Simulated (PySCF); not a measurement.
## Worked example: entropy of an ideal gas

PbHI, SMILES [I][PbH] (connectivity only; charge and spin as stated), neutral, multiplicity 1.

Coordinates come from a B3LYP-D3(BJ)/def2-TZVP optimisation. The def2 effective core potentials stand for the cores of I, Pb; spin–orbit coupling is left out.

PySCF with B3LYP-D3(BJ)/def2-TZVP gives the harmonic wavenumbers 158, 490, 1585 cm⁻¹ and the rotational temperatures 7.0252, 0.0381, 0.0379 K. The molar mass is 335.11 g/mol, the symmetry number 1, the spin multiplicity 1.

Problem. Work out the entropy at 298.15 K and 1 atm in the rigid-rotor, harmonic-oscillator model.

Solution. 
Translation (Sackur–Tetrode at 1 atm): S = R[1.5 ln M + 2.5 ln T − 1.16487] = 181.3 J/(mol K).
Rotation: q = (√π/σ) T^1.5/√(θA θB θC) = 90600, S = R[ln q + 3/2] = 107.4 J/(mol K).
Vibration: with u = 1.4388 ν/T, each mode gives R[u/(e^u − 1) − ln(1 − e^−u)]:
| ν (cm⁻¹) | modes | u | S (J/(mol K)) |
|---|---|---|---|
| 158 | 1 | 0.76 | 10.77 |
| 490 | 1 | 2.36 | 2.86 |
| 1585 | 1 | 7.65 | 0.03 |
These are all the modes. Sum 13.7 J/(mol K).
Spin: R ln 1 = 0.0 J/(mol K).
Total 302.3 J/(mol K); the program's own thermochemistry gives 302.3. Translation makes up 60 % and vibration 5 %. Anharmonicity, hindered rotation and orbital degeneracy are left out.
